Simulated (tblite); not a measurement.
`N#C[Si@H]([SiH3])OCO[SiH3]`. Computed geometry: GFN2-xTB, gas phase.

```
atom  x, y, z in Å
N1     0.6133    3.2510    0.8838
C2     0.9896    2.1766    1.0214
Si3    1.5244    0.3774    1.1476
Si4    2.0246   -0.4001   -0.9658
O5     0.3134   -0.4527    1.8871
C6    -0.9182   -0.6551    1.3354
O7    -0.9007   -0.3950   -0.0207
Si8   -2.2026   -0.2180   -0.9894
H9     2.4485    0.3208    2.2785
H10    3.4792   -0.3440   -1.1721
H11    1.6268   -1.7982   -1.1675
H12    1.4060    0.3894   -2.0356
H13   -1.6487   -0.0003    1.8378
H14   -1.2123   -1.7017    1.5117
H15   -3.0023   -1.4475   -0.9767
H16   -3.0334    0.8873   -0.5089
H17   -1.5145    0.0220   -2.2447
```

**Question.** What is the longest distance between nuclei?

**Answer.** H10···H16, 6.66 Å; the next longest distance is 6.59 Å.

**Question.** Work out the bond lengths N1≡C2, C2–Si3, Si3–H9, C6–H13, O7–Si8, Si8–H16 in Å.

**Answer.** For N1≡C2 the difference vector is (0.3763, -1.0744, 0.1376) Å, of length 1.1467 Å. N1≡C2 1.147; C2–Si3 1.881; Si3–H9 1.462; C6–H13 1.102; O7–Si8 1.632; Si8–H16 1.464 Å.

**Question.** What is the repulsion energy of the bare nuclei, Σ ZA·ZB/RAB?

**Answer.** 614.68 Eh over 136 pairs, with full nuclear charges and distances in bohr; the largest single term is 44.96 Eh (Si3 with Si4).

**Question.** How far apart are these pairs, which share no bond: Si4···C6, H12···H14, H14···H15, H14···H17, H15···H17?

**Answer.** Si4···C6 3.744 Å (3 bonds apart); H12···H14 4.880 Å (5 bonds apart); H14···H15 3.076 Å (4 bonds apart); H14···H17 4.144 Å (4 bonds apart); H15···H17 2.446 Å (2 bonds apart).

**Question.** Where is the centre of mass (commonest isotopes), and what is the radius of gyration?

**Answer.** Mass 162.994 u; centre at (0.222, 0.244, 0.279) Å; Rg = √(Σ m r²/M) = 2.251 Å. As Ia + Ib + Ic = 2 Σ m r², the three principal moments sum to 1651.6 u·Å².

**Question.** What are the angles C2–Si3–Si4, Si4–Si3–O5, C2–Si3–O5, Si3–O5–C6, O7–C6–H14, O7–Si8–H17?

**Answer.** From the scalar product of the two bond vectors; for C2–Si3–Si4 it is -1.3997 Å² over 1.8812 × 2.3068 Å², cos θ = -0.3225. C2–Si3–Si4 108.8°; Si4–Si3–O5 113.7°; C2–Si3–O5 107.7°; Si3–O5–C6 123.9°; O7–C6–H14 109.9°; O7–Si8–H17 98.8°.

**Question.** Give the dihedral angles H9–Si3–Si4–H12, H9–Si3–Si4–H11, O5–Si3–Si4–H12, C2–Si3–O5–C6.

**Answer.** H9–Si3–Si4–H12 -146° (anticlinal); H9–Si3–Si4–H11 92° (anticlinal); O5–Si3–Si4–H12 99° (anticlinal); C2–Si3–O5–C6 67° (synclinal). Dihedral signs follow IUPAC: positive where, seen along the central bond, the front bond turns clockwise onto the rear one.

**Question.** Write the matrix of distances between heavy atoms (Å, lower triangle).

**Answer.** 
```
N1    0.000
C2    1.147  0.000
Si3   3.026  1.881  0.000
Si4   4.329  3.415  2.307  0.000
O5    3.849  2.850  1.644  3.327  0.000
C6    4.220  3.429  2.658  3.744  1.365  0.000
O7    4.050  3.357  2.800  3.074  2.262  1.381  0.000
Si8   4.845  4.469  4.337  4.231  3.829  2.692  1.632  0.000
```

Its lowest GFN2-xTB frequency is 10 cm⁻¹, too small to tell a flat minimum from a shallow saddle. The numbers are those of one conformer. 3 starts were optimised and ended at 0.00, 1.86 and 4.19 kcal/mol (GFN2-xTB); the lowest of these is shown.
